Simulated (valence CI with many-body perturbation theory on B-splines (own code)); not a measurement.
**Which ion has this spectrum?**

A relativistic CI+MBPT calculation for an atom or ion with 13 electrons gives these levels (cm⁻¹):

```csv
J,Parity,E,g
1/2,odd,0,0.66
3/2,odd,12274,1.33
1/2,even,192011,2.66
3/2,even,196821,1.73
5/2,even,203260,1.60
3/2,even,254466,0.80
5/2,even,255609,1.20
1/2,even,314046,1.84
1/2,even,333518,0.84
3/2,even,339588,1.33
3/2,even,408697,0.80
5/2,even,409804,1.20
3/2,odd,493376,0.82
5/2,odd,495338,1.20
```

The energies are calculated, with errors of perhaps 200 cm⁻¹, more in some levels.

(1) Which is it?
A. Fe13+
B. V10+
C. Cr11+
D. Sc8+

Answers

(1) C. Cr11+, ground level 3s2.3p 2P°_1/2.
